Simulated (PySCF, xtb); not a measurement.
C2H5FOSi2, SMILES [SiH2]1[SiH2]C(=CO1)F.

Harmonic wavenumbers (cm⁻¹) from GFN2-xTB in xtb at its own minimum, in rising order: 104, 289, 302, 308, 311, 346, 441, 460, 538, 564, 594, 600, 614, 703, 731, 776, 807, 840, 1144, 1176, 1256, 1636, 2223, 2235, 2251, 2266, 3043.

**Question.** What does PBE0-D3(BJ)/def2-SVP run with PySCF 2.14.0 give at its own minimum? (Estimate from the structure and the level; the computed values follow.)

**Answer.** 83, 316, 316, 323, 333, 371, 445, 591, 610, 630, 678, 693, 695, 745, 828, 917, 934, 952, 1236, 1255, 1301, 1692, 2233, 2235, 2251, 2257, 3203. Paired by order, the mean absolute difference is 60 cm⁻¹ and the zero-point energies are 38.0 and 40.2 kcal/mol.
